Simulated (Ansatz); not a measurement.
Conformers of `[OH][GeH2][C]#C[SiH](O)F`, each relaxed with PBE0-D4/def2-TZVP in Ansatz. CBS adds the triple-zeta coupled-cluster correction to the MP2 limit.

Outer-core shells of Ge are correlated without core-valence functions. Scalar relativity is left out up to krypton. Spin–orbit coupling is left out.

Not all of them had a frequency check.

Conformer A:

```xyz
12

O     1.699    2.598    1.161
Ge    0.863    1.265    1.980
C     0.122    0.098    0.660
C    -0.338   -0.649   -0.179
Si   -0.997   -1.754   -1.469
O    -1.246   -0.940   -2.853
F    -2.358   -2.353   -0.904
H     2.388    2.295    0.566
H     1.838    0.447    2.839
H    -0.252    1.928    2.785
H    -0.093   -2.872   -1.776
H    -1.626   -0.062   -2.810
```

Conformer B:

```xyz
12

O    -0.109   -3.438    0.248
Ge   -1.285   -2.110    0.254
C    -0.346   -0.454    0.089
C     0.264    0.593    0.010
Si    1.201    2.146   -0.154
O     0.578    3.080   -1.329
F     1.122    2.879    1.256
H     0.570   -3.336    0.919
H    -2.163   -2.347   -0.974
H    -2.074   -2.076    1.571
H     2.617    1.920   -0.476
H    -0.374    3.145   -1.414
```

(1) Which is lowest in electronic energy at CCSD(T)/CBS (frozen core, def2 sets), and by how much? (Estimate.)

(2) Give the energies relative to A (kJ/mol) with PBE0-D4/def2-TZVPP, B2PLYP/def2-TZVPP, r2SCAN/def2-TZVPP, MP2/def2-TZVPP, SCS-MP2/def2-TZVPP, CCSD/def2-TZVPP, CCSD/CBS(def2). (An estimate is asked.)

Results:

(1) Computed: A; B lies 0.4 kJ/mol higher. Gaps under about 2 kJ/mol don't settle the order.

(2) Ansatz gave: 
| level | B |
| --- | --- |
| PBE0-D4/def2-TZVPP | 0.4 |
| B2PLYP/def2-TZVPP | 0.4 |
| r2SCAN/def2-TZVPP | 0.4 |
| MP2/def2-TZVPP | 0.4 |
| SCS-MP2/def2-TZVPP | 0.4 |
| CCSD/def2-TZVPP | 0.4 |
| CCSD/CBS(def2) | 0.4 |
